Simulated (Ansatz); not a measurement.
# Counterpoise correction, worked out

The pair of F⁻ (SMILES [F-], atom 1) and H2O (SMILES O, atoms 2–4), both closed shells, in one local arrangement (a lower one may exist), relaxed at PBE0-D4/def2-TZVPD:

```csv
atom,x (Å),y (Å),z (Å)
F1,-0.0752,-0.1208,-1.6022
O2,-0.0368,-0.2750,0.8120
H3,0.1719,0.6296,1.0504
H4,-0.0599,-0.2339,-0.2602
```

Ansatz 0.2.0; basis: def2-TZVPPD; cores frozen in the correlated methods.

MP2 total energies in eV:

| system | geometry | basis functions | energy |
| --- | --- | --- | --- |
| pair | pair | all | -4792.29308 |
| F⁻ | as in the pair | all (partner as ghosts) | -2714.19219 |
| H2O | as in the pair | all (partner as ghosts) | -2076.71800 |
| F⁻ | as in the pair | its own | -2714.14478 |
| H2O | as in the pair | its own | -2076.70663 |
| F⁻ | free (PBE0-D4 minimum) | its own | -2714.14478 |
| H2O | free (PBE0-D4 minimum) | its own | -2076.96972 |

Task: Work out the interaction energy with and without the counterpoise correction, the superposition error, and the binding energy from the relaxed fragments.

Result: Without correction: -4792.29308 − (-2714.14478) − (-2076.70663) = -1.44167 eV.
With correction (each fragment in the whole basis): -4792.29308 − (-2714.19219) − (-2076.71800) = -1.38289 eV = -31.89 kcal/mol.
The superposition error is the difference, 0.05878 eV, 4 % of the uncorrected value: each fragment borrows its partner's functions.
Deformation from the free shapes: 0.00000 eV for F⁻ and 0.26309 eV for H2O.
Binding energy from relaxed fragments: -1.38289 + 0.00000 + 0.26309 = -1.11980 eV = -25.82 kcal/mol (electronic, without zero-point energy; negative means bound). The deformation is large: the pair is on the way to a chemical bond or a shared proton. For comparison, the corrected interaction energy by CCSD(T) at an estimated basis limit (MP2 extrapolated from triple and quadruple zeta, plus CCSD(T) − MP2 in triple zeta) is -1.436 eV.

T1 diagnostic: at most 0.023.

For scale, one of the runs: CCSD(T)/def2-TZVPPD, 114 basis functions, launched by `ansatz run in.yaml --threads 2 --pin off --events-out ev --progress --plain --max-ram 5222MiB`. The run took about 2.3 s on 2 CPU threads of an Intel Xeon Platinum 8488C (shared host).
